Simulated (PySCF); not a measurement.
Compound: C5H2FN2 (charge -1).
Numbering: `[N:1]#[C:2][c:3]1[cH:4][cH:5][n-:6][c:7]1[F:8]` (hydrogens: H9 on C4; H10 on C5)

Geometry (PBE0-D3(BJ)/def2-SVP, Å), atoms numbered from 1 in this order:
```xyz
10
C5H2FN2 angstrom
N      3.1725   -0.6501   -0.0705
C      2.0428   -0.3541   -0.0353
C      0.6816   -0.0036    0.0074
C     -0.4684   -0.8628    0.0572
C     -1.5583   -0.0083    0.0854
N     -1.1909    1.3140    0.0575
C      0.1191    1.2923    0.0121
F      0.8330    2.4306   -0.0264
H     -0.4599   -1.9531    0.0692
H     -2.6155   -0.2862    0.1256
```

Level: PBE0/pcSseg-1 in PySCF, non-relativistic, on one gas-phase PBE0-D3(BJ)/def2-SVP geometry that isn't relaxed in the solvent. The solvent is an IEF-PCM continuum (cavity from Bondi-type radii × 1.2). Specific hydrogen bonds and non-electrostatic terms are outside this model.

Gas phase at PBE0/pcSseg-1: HOMO -1.35 eV, LUMO 4.80 eV.

**Question.** What does the continuum do to the energy and the frontier levels at PBE0/pcSseg-1 in tetrahydrofuran and acetone?

**Answer.** 
```csv
solvent,ε,E(solvent) − E(gas) (kcal/mol),polarisation term (kcal/mol),distortion of the solute (kcal/mol),HOMO (eV),LUMO (eV)
tetrahydrofuran,7.426,-46.29,-46.97,0.68,-5.07,1.03
acetone,20.49,-51.16,-52.08,0.92,-5.43,0.66
```

The first energy column is the sum of the next two and covers electrostatics alone. From tetrahydrofuran to acetone the lowering changes by a factor 1.11, Born's factor 1 − 1/ε by 1.10 and ε itself by 2.8.

**Question.** Which radius a makes Born's formula ΔE = −(q²/2a)(1 − 1/ε) give the value in acetone?

**Answer.** a = q²(1 − 1/ε)/(2|ΔE|) = 3.09 Å, with q = -1 e and |ΔE| = 0.0815 Eh; the farthest nucleus lies 3.21 Å from the centroid of the nuclei. The formula assumes a point charge at the centre of a sphere.

**Question.** Which Hirshfeld charges (PBE0/pcSseg-1) respond most in acetone (means over atoms taken as equivalent)?

**Answer.** 
```json
{"atoms": "N6", "environment": "two-coordinate ring nitrogen", "gas (e)": "-0.289", "solvent (e)": "-0.315", "change": "-0.026"}
{"atoms": "H9", "environment": "aromatic hydrogen", "gas (e)": "+0.017", "solvent (e)": "+0.038", "change": "+0.021"}
{"atoms": "H10", "environment": "aromatic hydrogen", "gas (e)": "+0.010", "solvent (e)": "+0.029", "change": "+0.019"}
{"atoms": "N1", "environment": "nitrile nitrogen", "gas (e)": "-0.341", "solvent (e)": "-0.357", "change": "-0.016"}
{"atoms": "C7", "environment": "aromatic C–F carbon", "gas (e)": "+0.064", "solvent (e)": "+0.056", "change": "-0.008"}
{"atoms": "C4", "environment": "aromatic CH carbon", "gas (e)": "-0.146", "solvent (e)": "-0.140", "change": "+0.006"}
{"atoms": "C2", "environment": "nitrile carbon", "gas (e)": "+0.026", "solvent (e)": "+0.031", "change": "+0.005"}
{"atoms": "C3", "environment": "substituted aromatic carbon", "gas (e)": "-0.113", "solvent (e)": "-0.116", "change": "-0.003"}
```

**Question.** Which Mayer bond orders change most in acetone?

**Answer.** 
```tsv
bond	length (Å)	gas	solvent	change
C4–C5	1.385	1.531	1.554	+0.023
C5–N6	1.373	1.307	1.287	-0.020
C3–C4	1.436	1.214	1.201	-0.013
C2–C3	1.406	1.057	1.068	+0.011
N1–C2	1.168	3.021	3.012	-0.009
C7–F8	1.344	0.975	0.981	+0.006
C7–C3	1.413	1.304	1.298	-0.006
C5–H10	1.094	0.981	0.976	-0.005
```

**Question.** How do the nuclear quadrupole coupling constants eQVzz/h respond in acetone?

**Answer.** 
```csv
nucleus,Q (barn),gas (MHz),solvent (MHz),η gas,η solvent
14N at N1,0.02044,-3.62,-3.50,0.58,0.60
14N at N6,0.02044,-3.79,-3.63,0.25,0.28
```
